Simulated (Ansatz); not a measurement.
Compare A (`[SiH3]C[O][SnH3]`) with its isomer B (`O[SiH2][CH2][SnH3]`).

Program: Ansatz. Geometries: PBE0-D4/def2-TZVP. ΔE: electronic, gas phase. CBS: MP2 limit from def2 TZ/QZ plus the TZ coupled-cluster correction, frozen cores. DFT in def2-TZVPP. B3LYP here is the variant with VWN-RPA as its local correlation; programs differ in this. Elements past krypton have def2 core potentials. For Sn outer-core shells are correlated without core-valence functions, which leaves a few kJ/mol of doubt a bond. Each species was taken in one conformer, which may not be the lowest.

A:

```xyz
12

Si    1.643    1.414   -0.483
C     0.103    0.322   -0.569
O    -0.040   -0.323    0.679
Sn   -1.558   -1.554    0.952
H     1.830    2.114   -1.786
H     1.489    2.428    0.592
H     2.843    0.583   -0.205
H     0.216   -0.395   -1.399
H    -0.769    0.947   -0.820
H    -1.364   -2.099    2.549
H    -2.984   -0.645    0.708
H    -1.409   -2.792   -0.216
```

B:

```xyz
12

O     1.294    1.321   -1.291
Si   -0.251    1.373   -0.715
C    -0.909   -0.328   -0.356
Sn    0.273   -1.389    1.090
H     1.969    0.971   -0.706
H    -0.324    2.173    0.543
H    -1.027    2.056   -1.779
H    -1.927   -0.267    0.039
H    -0.937   -0.927   -1.269
H     1.887   -0.808    1.027
H    -0.335   -1.115    2.661
H     0.288   -3.061    0.753
```

(1) Which isomer does CCSD(T)/CBS put lower? Give the gap. (An estimate is asked.)

(2) Give E(B) − E(A) in kJ/mol with B3LYP, r2SCAN-D4, CCSD/def2-TZVPP, B3LYP-D4, HF/def2-TZVPP, ωB97M-V, MP2/def2-TZVPP. (Estimate.)

Largest T1 diagnostic: 0.014.

Results:

(1) The calculation gave: B, by 183.5 kJ/mol.

(2) Computed: B3LYP -165.3, r2SCAN-D4 -176.5, CCSD/def2-TZVPP -182.5, B3LYP-D4 -168.7, HF/def2-TZVPP -171.0, ωB97M-V -179.6, MP2/def2-TZVPP -193.5. None reverses the order clearly.

In def2-TZVPP, CCSD(T) changes the Hartree–Fock value by −11.2 kJ/mol (the triples alone add +0.4 kJ/mol) and MP2 by −22.5 kJ/mol. From PBE to PBE0 (25 % exact exchange), in def2-TZVPP and without D4, E(B) − E(A) moves by −10.6 kJ/mol.
